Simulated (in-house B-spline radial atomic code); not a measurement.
Results of a calculation; reference values are marked as such.
Making a Troullier-Martins p channel for Cl, r_c = 2.01 bohr

Cl, [Ne] 3s2 3p5, non-relativistic PBE, spherical and spin-unpolarised, from a B-spline radial code for spherical atoms (atomic units). The all-electron 3p level is ε = -0.316394 hartree, its outermost node lies just inside 0.54 bohr and its outer maximum at 1.43 bohr.

Inside r_c the pseudo-orbital is u(r) = r^2 exp(p(r)), with p = c0 + c2 r² + c4 r⁴ + … + c12 r¹². The seven coefficients follow from p and its first four derivatives at r_c, from zero curvature of the screened potential at the origin, c4 = −c2²/(2l + 5), and from the norm inside r_c. At r_c the all-electron orbital has P = 0.6586898, P' = -0.3128211, the screened potential V = -0.669134, V' = 0.845282, V'' = -1.415112, and the norm inside is Q = 0.6512197.

Problem. What are p, p' and p'' at r_c?

Solution. p = ln(P/r_c^2) = ln(0.6586898/4.0401) = -1.81377. p' = P'/P − 2/r_c = -0.47491 − 0.99502 = -1.46994. The radial equation gives p'' = 2(V − ε) − 2(2) p'/r_c − p'² = -0.70548 − (-2.92525) − 2.16072 = 0.05905. Differentiating, p''' = 2V' + 2(2)p'/r_c² − 2(2)p''/r_c − 2p'p'' = 0.2913, and p'''' = 2V'' − 4(2)p'/r_c³ + 4(2)p''/r_c² − 2(2)p'''/r_c − 2p''² − 2p'p''' = -0.99547.

For a trial c2 the five matching conditions are linear in c0, c6, c8, c10 and c12, and c2 is varied until the norm inside r_c equals Q. The root nearest zero gives:

```tsv
n	c_n
0	0.05856481
2	-0.4883486
4	-0.0340692
6	0.01557613
8	-0.001180861
10	-0.0001112362
12	1.469762e-05
```

Problem. Check c4 and p(r_c), and find the screened pseudopotential at the origin.

Solution. −c2²/7 = -0.0340692, as listed. The terms c_n r_c^n are 0.05856, -1.97298, -0.55609, 1.02715, -0.31461, -0.11973, 0.06391, which sum to -1.81377. Inverting the radial equation, V_l(r) = ε + 2 p'/r + (p'' + p'²)/2, so V_l(0) = ε + (2l + 3) c2 = -0.316394 + 5 × (-0.488349) = -2.7581 hartree, finite where the all-electron potential diverges.

Orbitals and screened potentials:

```tsv
r (bohr)	P	u	V all-electron	V pseudo
0.201	-0.347	0.042	-49.8	-2.757
0.502	-0.04997	0.2358	-11.73	-2.725
0.804	0.4318	0.4948	-4.87	-2.564
1.106	0.7	0.6958	-2.666	-2.18
1.407	0.7763	0.7721	-1.592	-1.606
1.708	0.7421	0.7418	-1.005	-1.034
2.01	0.6587	0.6587	-0.6691	-0.6691
```

Logarithmic derivatives P'/P at R = 2.31 bohr, for energies E around ε:

```csv
E − ε (hartree),all-electron,pseudo
-0.5,0.705633,0.703741
-0.25,0.248339,0.247302
-0.1,-0.171204,-0.171499
0,-0.576872,-0.576864
0.1,-1.18247,-1.18333
0.25,-3.1127,-3.13138
0.5,18.9305,17.4737
```

Problem. With P(R) = 0.561821 and a norm of 0.763276 inside R, what slope in energy does norm conservation fix?

Solution. d(P'/P)/dE = −2 × (norm inside R)/P(R)² = -4.8363 per hartree·bohr at E = ε, for both atoms, since orbital and norm agree at R. Differences over ±0.1 hartree give -5.0563 (all-electron) and -5.0592 (pseudo), which also hold third-order terms. Half a hartree below ε the two curves differ by -0.0019.
